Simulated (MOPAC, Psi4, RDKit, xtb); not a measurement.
Two geometries of C₅H₄OS, SMILES O=Cc1cccs1, relaxed at B3LYP-D3(BJ)/def2-SVP with one dihedral held; other torsions can differ between them too.

Structure A

```
11

O     -2.6707     1.4671     0.2607
C     -2.1269     0.3966     0.1750
C     -0.6499     0.2203    -0.0175
C      0.0389     0.1278    -1.2036
C      1.4452    -0.0433    -1.0158
C      1.7990    -0.0835     0.3080
S      0.4239     0.0929     1.3439
H     -2.7175    -0.5551     0.2287
H     -0.4460     0.1844    -2.1793
H      2.1626    -0.1305    -1.8329
H      2.7921    -0.1992     0.7397
```

Structure B

```
11

O     -2.5842     1.5032     0.1701
C     -2.1171     0.3899     0.1656
C     -0.6813     0.1047    -0.0910
C      0.0985     0.6175    -1.1065
C      1.4797     0.3077    -0.9515
C      1.7357    -0.3897     0.2050
S      0.2969    -0.7010     1.1062
H     -2.7423    -0.4983     0.4424
H     -0.3205     1.1947    -1.9319
H      2.2560     0.5979    -1.6610
H      2.6971    -0.7335     0.5849
```

Question: Which is lower in energy at the level DF-MP2 (frozen core)/cc-pVTZ // B3LYP-D3(BJ)/def2-SVP (Psi4), and by how much?

Answer: B is lower, by 11.83 kJ/mol (dihedral O1–C2–C3–S7: 90° in A, 120° in B).

E(B) − E(A) in kJ/mol at the other levels, on the same two geometries: MMFF94 // B3LYP-D3(BJ)/def2-SVP (RDKit) -15.59; PBE/def2-TZVP // B3LYP-D3(BJ)/def2-SVP (Psi4) -14.80; PBE-D3(BJ)/def2-TZVP // B3LYP-D3(BJ)/def2-SVP (Psi4) -14.95; HF/cc-pVTZ // B3LYP-D3(BJ)/def2-SVP (Psi4) -8.12; UFF // B3LYP-D3(BJ)/def2-SVP (RDKit) -16.72; PM6, restricted, heats of formation // B3LYP-D3(BJ)/def2-SVP (MOPAC) -0.07; PM3, restricted, heats of formation // B3LYP-D3(BJ)/def2-SVP (MOPAC) -0.69; GFN1-xTB // B3LYP-D3(BJ)/def2-SVP (xtb) -10.26.
